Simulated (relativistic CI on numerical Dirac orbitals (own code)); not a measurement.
## Calculated levels, Sn4+

Calculated at this level of theory: Dirac-Coulomb-Breit CI, orbitals from a KLI potential per configuration, model QED, valence Slater integrals scaled by 0.85, configuration energies shifted to the measured levels that pair with them (semi-empirical) (own radial code, finite nucleus).

Configuration list (outside the closed core [Kr]): 4d¹⁰, 4d⁹5s, 4d⁹5p, 4d⁹6s, 4d⁹4f, 4d⁹5d, 4d⁸4f², 4d⁸5s², 4d⁹6p, 4d⁹6d, 4d⁹5f, 4d⁸5s5p, 4d⁹5g, 4d⁹6f, 4d⁹6g, 4d⁸5p², 4d⁸5s5d, 4d⁸4f5s, 4d⁸5p5d. Levels of other configurations are missing.

```
No.  Configuration  Term  J  E (cm⁻¹)    %  Landé g        jj configuration (%)
 41        4d⁸5s²‡    ³F  2    402001   63    0.815                4d5/2^4 (55)
 42         4d⁹5d‡    ¹S  0    403531   90           4d3/2^3 4d5/2^6 5d3/2 (50)
 43         4d⁹4f‡   ³P°  0    407385   99                   4d5/2^5 4f5/2 (99)
 44         4d⁹4f‡   ³P°  1    408410   95    1.461          4d5/2^5 4f5/2 (68)
 45        4d⁸5s²‡    ³P  2    409809   56    1.204                4d5/2^4 (41)
 46         4d⁹4f‡   ³P°  2    410316   81    1.430          4d5/2^5 4f7/2 (62)
 47         4d⁹4f‡   ³H°  6    412817  100    1.167         4d5/2^5 4f7/2 (100)
 48         4d⁹4f‡   ³H°  5    414235   66    1.023          4d5/2^5 4f5/2 (96)
 49        4d⁸5s²‡    ³P  0    415729   92                         4d5/2^4 (61)
 50        4d⁸5s²‡    ³P  1    416031   97    1.500        4d3/2^3 4d5/2^5 (97)
 51         4d⁹4f‡   ¹D°  2    416348   38    0.928          4d5/2^5 4f5/2 (77)
 52         4d⁹4f‡   ³D°  3    416375   61    1.233          4d5/2^5 4f7/2 (51)
 53         4d⁹4f‡   ³F°  4    417248   82    1.211          4d5/2^5 4f7/2 (90)
 54         4d⁹4f‡   ³H°  4    417736   50    0.914          4d5/2^5 4f5/2 (76)
 55         4d⁹4f‡   ³G°  5    418234   62    1.127          4d5/2^5 4f7/2 (92)
 56        4d⁸5s²‡    ¹D  2    418831   54    1.146        4d3/2^2 4d5/2^6 (58)
 57         4d⁹4f‡   ³D°  1    419098   93    0.551          4d5/2^5 4f7/2 (35)
 58         4d⁹4f‡   ¹F°  3    419511   31    1.028          4d5/2^5 4f5/2 (49)
 59        4d⁸5s²‡    ¹G  4    420261   95    1.003        4d3/2^3 4d5/2^5 (86)
 60         4d⁹4f‡   ³D°  2    421063   50    1.173  4d3/2^3 4d5/2^6 4f7/2 (74)
 61         4d⁹4f‡   ³H°  4    423182   50    0.912  4d3/2^3 4d5/2^6 4f5/2 (77)
 62         4d⁹4f‡   ¹H°  5    423777   38    1.082  4d3/2^3 4d5/2^6 4f7/2 (89)
 63         4d⁹6p‡   ³P°  2    424044   81    1.433          4d5/2^5 6p1/2 (84)
 64         4d⁹6p‡   ³F°  3    424746   49    1.066          4d5/2^5 6p1/2 (90)
 65         4d⁹4f‡   ³F°  2    424981   64    0.804  4d3/2^3 4d5/2^6 4f5/2 (91)
 66         4d⁹4f‡   ³F°  3    426144   33    1.020  4d3/2^3 4d5/2^6 4f7/2 (81)
 67         4d⁹6p‡   ³F°  4    426712   62    1.172          4d5/2^5 6p3/2 (62)
 68         4d⁹6p‡   ³F°  4    427483   37    1.140  4d3/2^3 4d5/2^6 4f7/2 (59)
 69         4d⁹6p‡   ³P°  1    427581   47    1.196          4d5/2^5 6p3/2 (94)
 70         4d⁹6p‡   ¹D°  2    428284   49    1.061          4d5/2^5 6p3/2 (83)
```

Energies count from the lowest computed level; ° marks odd parity. Filled j subshells are mostly left out of the jj labels. ‡ marks configurations that were not tied to measured data.

The mean weight of the leading LS term, summed over parents, in these 30 levels is 65 %, and that of the leading jj configuration (from the same eigenvectors) 74 %.

Configurations whose levels could be paired with our table of measured levels were shifted onto them, all but the ground configuration, by the median error of their levels; single terms can still be off by 1,000 to 2,000 cm⁻¹ or more, and rates follow the energies as ν³ (E1, M1) or ν⁵ (E2). The others borrow a shift and can be off by several thousand cm⁻¹ or more. 13 of the 16 excited levels that our extract of the measured tables holds in this range could be paired (the sources list more); they are missed by 286 cm⁻¹ on average and 964 at most, after the shifts were fitted to these levels, and levels without a partner can miss by more.

LS names give the leading component of a level, which can be under half, so a name can repeat, a term be missing and a line seem to break the LS rules.
